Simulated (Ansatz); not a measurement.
Calculated with Ansatz (gas phase, PBE0-D4/def2-TZVP geometries, no zero-point term in ΔE). CCSD(T)/CBS is the MP2 limit (def2-TZVPP, def2-QZVPP) plus CCSD(T) − MP2 in def2-TZVPP, frozen cores. This one scheme is used for every species. Functionals use def2-TZVPP. B3LYP here is the variant with VWN-RPA as its local correlation; programs differ in this. Elements past krypton have def2 core potentials. For Br, In outer-core shells are correlated without core-valence functions, which leaves a few kJ/mol of doubt a bond. Scalar relativity is left out up to krypton. One conformer a species, not always the lowest.

Consider the ligand exchange at the In–Br bond: `[CH3][In]([SH])[Br]` + CH₃OH → `C[O][In]([CH3])[SH]` + HBr.

| level | ΔE (kJ/mol) | difference from CCSD(T)/CBS |
| --- | --- | --- |
| LDA (SPW92) | 110.4 | -5.9 |
| BLYP-D4 | 107.3 | -9.0 |
| B97M-V | 114.0 | -2.3 |
| B3LYP-D4 | 117.3 | 1.0 |
| ωB97M-V | 119.6 | 3.3 |
| PBE-QIDH | 126.1 | 9.8 |
| BLYP | 110.4 | -5.9 |
| PBE0 | 126.1 | 9.8 |
| B3LYP | 119.2 | 2.9 |
| r2SCANh | 122.1 | 5.8 |
| HF/def2-SVP | 137.6 | 21.3 |
| HF/def2-TZVPP | 141.7 | 25.4 |
| CCSD/def2-TZVPP | 117.3 | 1.0 |
| MP2/def2-QZVPP | 118.0 | 1.7 |
| HF/CBS(def2) | 139.9 | 23.6 |
| MP2/CBS(def2) | 119.8 | 3.5 |
| CCSD(T)/CBS | 116.3 | 0 |

Largest T1 diagnostic among the species: 0.015.

From r2SCAN to r2SCAN0 (25 % exact exchange), in def2-TZVPP and without D4, ΔE moves by +9.3 kJ/mol. At CCSD(T), def2-SVP lies −5.6 kJ/mol from the extrapolated value and def2-TZVPP −2.9 kJ/mol. Leaving LDA and LC-ωPBE aside and taking each functional with its dispersion term where it has one, the values, not all of them listed here, spread over 21.6 kJ/mol, from BLYP-D4 to BHLYP-D4. LDA lies −4.7 kJ/mol from PBE without D4.
